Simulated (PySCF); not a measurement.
A small calculation by hand: oscillator strength and radiative lifetime

C4H12Si2, SMILES CC[SiH2]/C=C/[SiH3].

Geometry optimised at B3LYP-D3(BJ)/def2-SVP. The structure was generated by enumeration; whether it is a known compound was not checked. The values are those of a single conformer.

TDA-PBE/def2-SVPD run with PySCF puts the first singlet state with f over 0.02 at 5.26 eV (vertical), with the transition dipole (0.559, 0.102, -0.009) in atomic units.

Find the oscillator strength, the wavelength and the radiative lifetime that this transition would have in vacuum if emission retraced absorption.


|μ|² = 0.3230 au, so |μ| = 1.44 D. ΔE = 5.26/27.211 = 0.1933 hartree. f = (2/3) ΔE |μ|² = 0.042 (the program prints 0.042).
λ = 1239.84/5.26 = 236 nm; ν = 42425 cm⁻¹.
Einstein's coefficient A = 0.6670 ν² f s⁻¹ (ν in cm⁻¹) = 5.0e7 s⁻¹, so τ = 1/A = 20 ns. This state is S1. The figure is the radiative limit of this one transition; relaxation, internal conversion, crossing to triplets and a medium change what is measured.
